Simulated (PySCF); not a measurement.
Excitations are Tamm–Dancoff values on a coarser integration grid. The basis has no diffuse functions, so Rydberg states are missing or too high.

Cartesian coordinates (Å):
SMILES: [O](C)[Ge]([O]C)([O]C)[NH2]
```xyz
19

C     -1.6600    -1.8112    -0.7906
O     -0.8089    -0.9312    -1.5043
Ge     0.0958     0.3500    -0.6973
N      0.3841     1.7646    -1.7770
O      1.7150    -0.1268    -0.1609
C      1.8529    -1.1814     0.7707
O     -0.8920     0.7198     0.7278
C     -0.5212     1.8195     1.5386
H     -1.0870    -2.5938    -0.2579
H     -2.2856    -1.2791    -0.0539
H     -2.3177    -2.3111    -1.5198
H     -0.2497     1.8173    -2.5712
H      1.3461     1.8165    -2.1069
H      1.7323    -2.1707     0.2900
H      2.8660    -1.1345     1.2019
H      1.1226    -1.1084     1.5993
H     -0.4017     2.7463     0.9481
H     -1.3168     1.9806     2.2832
H      0.4258     1.6336     2.0802
```
Charge 0, spin multiplicity 1.

Problem. Estimate the S1–T1 gap (TDA), dipole moment, total energy, S1 oscillator strength, HOMO, T1 excitation (TDA), brightest of the four lowest singlets (TDA) and HOMO–LUMO gap that r2SCAN-D4/def2-TZVP // r2SCAN-D4/def2-SVP in PySCF 2.14.0 returns for this input.

Solution. 
```yaml
S1–T1 gap (TDA): 0.36 eV
dipole_moment: 0.046 e·Å
total_energy: -2478.3767 Ha
S1 oscillator strength: 0.006
HOMO: -6.51 eV
T1 excitation (TDA): 6.01 eV
brightest of the four lowest singlets (TDA): 6.84 eV
HOMO–LUMO gap: 6.30 eV
```
